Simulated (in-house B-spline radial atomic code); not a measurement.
RPA and G0W0 for Cu+, [Ar] 3d10, as one setting changes: the radius of a hard wall (bohr). Start: PBE. A dash marks a level of low quasi-particle weight. Computed with a B-spline radial code for spherical atoms: all electrons, non-relativistic, point nucleus, each spin shell either full or empty, empty states to l = 9 with an (l + 1/2)⁻⁴ tail; G0W0 by contour deformation at full frequency.

```json
{"radius of a hard wall (bohr)": "2", "mean-field level (eV)": "12.846", "G0W0 level (eV)": "3d 0.192", "RPA correlation (Eh)": "-2.0611"}
{"radius of a hard wall (bohr)": "2.5", "mean-field level (eV)": "-1.804", "G0W0 level (eV)": "3d -12.501", "RPA correlation (Eh)": "-2.1143"}
{"radius of a hard wall (bohr)": "3", "mean-field level (eV)": "?", "G0W0 level (eV)": "?", "RPA correlation (Eh)": "?"}
{"radius of a hard wall (bohr)": "3.5", "mean-field level (eV)": "-10.852", "G0W0 level (eV)": "3d -19.312", "RPA correlation (Eh)": "-2.1621"}
{"radius of a hard wall (bohr)": "4", "mean-field level (eV)": "-12.290", "G0W0 level (eV)": "3d -20.067", "RPA correlation (Eh)": "-2.1716"}
{"radius of a hard wall (bohr)": "5", "mean-field level (eV)": "?", "G0W0 level (eV)": "?", "RPA correlation (Eh)": "?"}
{"radius of a hard wall (bohr)": "6", "mean-field level (eV)": "-13.667", "G0W0 level (eV)": "-", "RPA correlation (Eh)": "-2.1805"}
{"radius of a hard wall (bohr)": "8", "mean-field level (eV)": "-13.748", "G0W0 level (eV)": "-", "RPA correlation (Eh)": "-2.1806"}
{"radius of a hard wall (bohr)": "12", "mean-field level (eV)": "-13.752", "G0W0 level (eV)": "-", "RPA correlation (Eh)": "-2.1803"}
```

(1) What belongs in the row for 5?

(2) What belongs in the row for 3?

Answers

(1) mean-field level (eV): -13.388; G0W0 level (eV): -; RPA correlation (Eh): -2.1789.

(2) mean-field level (eV): -7.953; G0W0 level (eV): 3d -17.311; RPA correlation (Eh): -2.1449.
